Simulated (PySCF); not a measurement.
## Correlation energy of As¹⁸⁺ (arsenic, charge +18)

[Ne] 3s2 3p3, high-spin 4S determinant. Calculation: PySCF 2.14, in an even-tempered Gaussian basis (18 s from 1.7 bohr⁻², ratio 2.5; 12 p from 2.2 bohr⁻², ratio 2.5; 5 d from 10 bohr⁻², ratio 2.7; 4 f from 16 bohr⁻², ratio 2.7); scalar relativity by spin-free X2C-1e. Frozen: 1s2; 13 electrons correlated; the 22 highest virtual orbitals of each spin left out.

```
  level  correlation energy (mhartree)
   CCSD                        -501.54
    (T)                          -2.02
CCSD(T)                        -503.56
```

Diagnostics: T1 = 0.00082, D1 = 0.0026, largest double amplitude 0.034.

Spin-orbit coupling is strong in this species (close to jj coupling), so the high-spin LS determinant is a model state, not a physical level.

Cost of the coupled-cluster step: of the order of 60 core-seconds, for 13 correlated electrons.

Iterations:

```
CC2 = 0
CCSD nocc = (np.int64(8), np.int64(5)), nmo = (84, 84)
frozen orbitals [[0, 85, 86, 87, 88, 89, 90, 91, 92, 93, 94, 95, 96, 97, 98, 99, 100, 101, 102, 103, 104, 105, 106], [0, 85, 86, 87, 88, 89, 90, 91, 92, 93, 94, 95, 96, 97, 98, 99, 100, 101, 102, 103, 104, 105, 106]]
max_cycle = 100
direct = 0
conv_tol = 1e-08
conv_tol_normt = 1e-06
diis_space = 8
diis_start_cycle = 0
Init t2, MP2 energy = -0.48466472738405
Init E_corr(UCCSD) = -0.484664727385108
cycle = 1  E_corr(UCCSD) = -0.497541113172923  dE = -0.0128763858  norm(t1,t2) = 0.0159558
cycle = 2  E_corr(UCCSD) = -0.500595118022423  dE = -0.00305400485  norm(t1,t2) = 0.0040968
cycle = 3  E_corr(UCCSD) = -0.501543769005337  dE = -0.000948650983  norm(t1,t2) = 0.00111611
cycle = 4  E_corr(UCCSD) = -0.50153552547955  dE = 8.24352579e-06  norm(t1,t2) = 5.60553e-05
cycle = 5  E_corr(UCCSD) = -0.501535248620795  dE = 2.76858755e-07  norm(t1,t2) = 1.1239e-06
cycle = 6  E_corr(UCCSD) = -0.501535314924279  dE = -6.63034834e-08  norm(t1,t2) = 7.90593e-08
cycle = 7  E_corr(UCCSD) = -0.501535314307193  dE = 6.17085494e-10  norm(t1,t2) = 6.28152e-09
UCCSD converged
E(UCCSD) = -2081.645691787052  E_corr = -0.5015353143071933
UCCSD(T) correction = -0.00202306971232134
```

At this charge the one-electron X2C treatment keeps the bare 1/r₁₂, with no two-electron picture change or Breit term. The effect here is smaller than on the frozen 1s shell; and a scalar Hamiltonian misses the large spin-orbit splitting of the p shells, which matters for ns² → np² pairs.

Spin-orbit coupling is strong in this species, so the high-spin LS determinant is a model state.
